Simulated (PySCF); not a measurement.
Coordinates in bohr (charge 0 multiplicity 1):
```
Ru    0.0000    0.0000    0.0000
O     1.8485    1.8485    1.8485
O    -1.8485    1.8485   -1.8485
O     1.8485   -1.8485   -1.8485
O    -1.8485   -1.8485    1.8485
```

All numbers come from PBE/[Ru def2-TZVP with ECP28, O def2-TZVP], scalar-relativistic core potentials, density fitting, no spin–orbit coupling, PySCF.

This geometry of RuO₄ is a stationary point at this level.

Problem. What is the point group?

Solution. Td.

Problem. Is it a minimum?

Solution. Yes: all harmonic wavenumbers are real.

Problem. What are the dipole moment and the gap between the highest occupied and lowest empty levels?

Solution. 0.00 D and 3.15 eV.

Problem. Give the ideal-gas entropy at 298.15 K and 1 bar by parts.

Solution. translation 172.6, rotation 87.8, vibration 27.0, spin 0.0; total 287.4 J/(mol K).

Problem. What is the atomisation energy, with and without zero-point energy?

Solution. 2188 kJ/mol without, 2155 kJ/mol with.

This need not be the most stable arrangement of these atoms.
